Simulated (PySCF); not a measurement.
**Working out the ionisation energy of Mn**

Mn [Ar] 3d5 4s2 (6S) → Mn⁺ [Ar] 3d5 4s1 (7S). All numbers are calculated (PySCF 2.14, the spin-free X2C one-electron Hamiltonian (Gaussian nucleus), in x2c-QZVPPall (11s7p5d4f2g, 103 functions)). Frozen: [Ne]. Energies in hartree (1 hartree = 27.21139 eV):

| part | Mn (lower) | Mn⁺ (upper) |
| --- | --- | --- |
| UHF | -1157.406404 | -1157.185139 |
| MP2 opposite-spin | -0.294429 | -0.257359 |
| MP2 same-spin | -0.170278 | -0.165883 |

**Question.** What does Hartree-Fock give?

**Answer.** (-1157.185139) − (-1157.406404) = 0.221265 hartree = 6.021 eV.

**Question.** What do MP2 and SCS-MP2 (6/5 opposite-spin, 1/3 same-spin) give?

**Answer.** The opposite-spin parts differ by 1.009 eV and the same-spin parts by 0.120 eV. MP2: 6.021 + (1.009) + (0.120) = 7.150 eV. SCS-MP2: 6.021 + 1.2 × (1.009) + (0.120)/3 = 7.272 eV.

Measured between the centres of the two terms (NIST): 7.434 eV, so MP2 (valence and next inner shell) is off by -0.284 eV.

What remains against the reference includes basis incompleteness, the frozen core and correlation beyond second order.
